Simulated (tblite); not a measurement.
C₆H₁₀SSi.
Numbering: `[CH:1]#[C:2][SiH2:3]/[C:4]([CH3:5])=[CH:6]\[S:7][CH3:8]` (hydrogens: H9 on C1; H10, H11 on Si3; H12, H13, H14 on C5; H15 on C6; H16, H17, H18 on C8)

The geometry is computed with GFN2-xTB (gas phase).

(1) Give the optimised bond lengths and angles.

Answers

(1) 
```csv
bond,length (Å),order
C1≡C2,1.202,triple
C2–Si3,1.852,single
Si3–C4,1.890,single
C4–C5,1.501,single
C4=C6,1.330,double
C6–S7,1.758,single
S7–C8,1.820,single
C1–H9,1.053,single
"Si3–H10, Si3–H11",1.468,single
"C5–H12, C5–H13, C5–H14",1.089,single
C6–H15,1.082,single
"C8–H16, C8–H17, C8–H18",1.086,single
```

Bonds in one row agree within 0.01 Å and their mean is given. Orders are formal, as drawn. A selection of angles:
```csv
angle,degrees
C2–C1–H9,179.9
C1–C2–Si3,179.8
C2–Si3–C4,106.5
C2–Si3–H10,108.6
C4–Si3–H10,111.0
C4–Si3–H11,110.1
H10–Si3–H11,111.8
Si3–C4–C5,118.9
Si3–C4–C6,121.4
C5–C4–C6,119.7
C4–C5–H12,110.0
C4–C5–H14,111.5
H12–C5–H13,107.3
H12–C5–H14,108.8
C4–C6–S7,124.4
C4–C6–H15,122.6
S7–C6–H15,112.9
C6–S7–C8,99.7
S7–C8–H16,106.7
S7–C8–H17,109.7
H16–C8–H17,110.0
H17–C8–H18,110.8
```

Dihedral angles: C2–Si3–C4–C5 -13° (synperiplanar); Si3–C4–C6–S7 0° (synperiplanar); C4–C6–S7–C8 -179° (antiperiplanar). The mirror-image conformer, all signs reversed, is as good.

The 3 C–C bonds span 1.202 Å (C1≡C2, drawn triple) to 1.501 Å (C4–C5, drawn single), a spread of 0.299 Å. Si3 (SiH2 silicon) is tetrahedral (angles from 106.5° to 111.8°). Of the pairs four or more bonds apart, H14···H15 is among the closest relative to their van der Waals radii: 2.33 Å, 97 % of the sum of Bondi's values. The C–S distances run from 1.758 Å (C6–S7, drawn single) to 1.820 Å (S7–C8, drawn single), a spread of 0.062 Å. The C–Si distances run from 1.852 Å (C2–Si3, drawn single) to 1.890 Å (Si3–C4, drawn single), a spread of 0.038 Å.

Point group: C1 (no symmetry element, even within 0.4 Å). Its lowest GFN2-xTB frequency is 4 cm⁻¹, too small to tell a flat minimum from a shallow saddle. The numbers are those of one conformer.
